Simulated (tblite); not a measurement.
Species: C4H4BBrF2.
SMILES with atom numbers: `[CH2:1]=[CH:2]/[CH:3]=[C:4](/[Br:5])[B:6]([F:7])[F:8]` (hydrogens: H9, H10 on C1; H11 on C2; H12 on C3)

Computed with GFN2-xTB (tblite), gas phase: L-BFGS steps from a force-field or distance-geometry start until the largest atomic force falls under 0.01 eV/Å.

Step 37: E = -691.8927 eV
```
atom  x, y, z in Å  |  force x, y, z in eV/Å
C1     -2.1653   -0.4035   -0.8828    0.015  -0.005   0.022
C2     -0.9368   -0.4703   -0.3679    0.025   0.002  -0.032
C3     -0.1870    0.7089   -0.0303   -0.012   0.003   0.001
C4      1.0739    0.7245    0.4510   -0.027  -0.040  -0.023
Br5     1.8378    2.4545    0.7737    0.027   0.025   0.040
B6      2.0093   -0.4665    0.7776    0.005   0.023  -0.010
F7      1.7057   -1.7268    0.5282   -0.014  -0.011   0.007
F8      3.1901   -0.3002    1.3293    0.011   0.005  -0.001
H9     -2.7137   -1.2894   -1.1524    0.002   0.013   0.017
H10    -2.6582    0.5402   -1.0510    0.003   0.001  -0.004
H11    -0.4605   -1.4256   -0.2107   -0.015  -0.009   0.006
H12    -0.6941    1.6535   -0.1908   -0.020  -0.007  -0.023
```

Step 38: E = -691.8930 eV
```
atom  x, y, z in Å  |  force x, y, z in eV/Å
C1     -2.1656   -0.4031   -0.8807    0.015  -0.003   0.010
C2     -0.9363   -0.4716   -0.3682    0.030   0.004  -0.048
C3     -0.1862    0.7078   -0.0325   -0.012   0.007   0.004
C4      1.0733    0.7239    0.4518   -0.014  -0.008  -0.011
Br5     1.8344    2.4565    0.7785    0.019  -0.002   0.031
B6      2.0087   -0.4662    0.7791    0.009   0.012  -0.016
F7      1.7033   -1.7266    0.5312   -0.010  -0.006   0.011
F8      3.1919   -0.3001    1.3255    0.011   0.004   0.003
H9     -2.7144   -1.2885   -1.1510   -0.006   0.012   0.019
H10    -2.6568    0.5418   -1.0482   -0.001  -0.006  -0.001
H11    -0.4594   -1.4271   -0.2143   -0.018  -0.007   0.014
H12    -0.6917    1.6524   -0.1972   -0.025  -0.007  -0.016
```

Q: Estimate the geometry and energy of step 39. (The exact step hangs on the optimiser's Hessian estimate; all steps are aligned on step 38, rigid shifts and turns removed.)

A: E = -691.8932 eV, largest force 0.053 eV/Å
```
atom  x, y, z in Å  |  force x, y, z in eV/Å
C1     -2.1655   -0.4029   -0.8791    0.010  -0.001  -0.002
C2     -0.9355   -0.4724   -0.3688    0.025   0.004  -0.047
C3     -0.1859    0.7072   -0.0338   -0.004   0.009  -0.003
C4      1.0726    0.7234    0.4522    0.004   0.022   0.000
Br5     1.8323    2.4580    0.7828    0.011  -0.024   0.023
B6      2.0086   -0.4658    0.7795    0.009  -0.001  -0.017
F7      1.7015   -1.7263    0.5323   -0.003   0.002   0.015
F8      3.1932   -0.3002    1.3231    0.006   0.004   0.002
H9     -2.7149   -1.2876   -1.1493   -0.012   0.007   0.019
H10    -2.6555    0.5426   -1.0470   -0.003  -0.009   0.002
H11    -0.4594   -1.4284   -0.2156   -0.015  -0.005   0.017
H12    -0.6904    1.6516   -0.2023   -0.028  -0.007  -0.009
```

The energy changes by -0.0002 eV. The first-order estimate −F·Δx gives -0.0003 eV and the mean of the old and new forces, exact on a quadratic surface, -0.0002 eV. The step makes an angle of 71° with the force vector and moves no atom by more than 0.005 Å.

The cost below is that of the whole relaxation. Time: 0.52 s. Hardware: one thread of an Arm Neoverse N1, on a shared host.
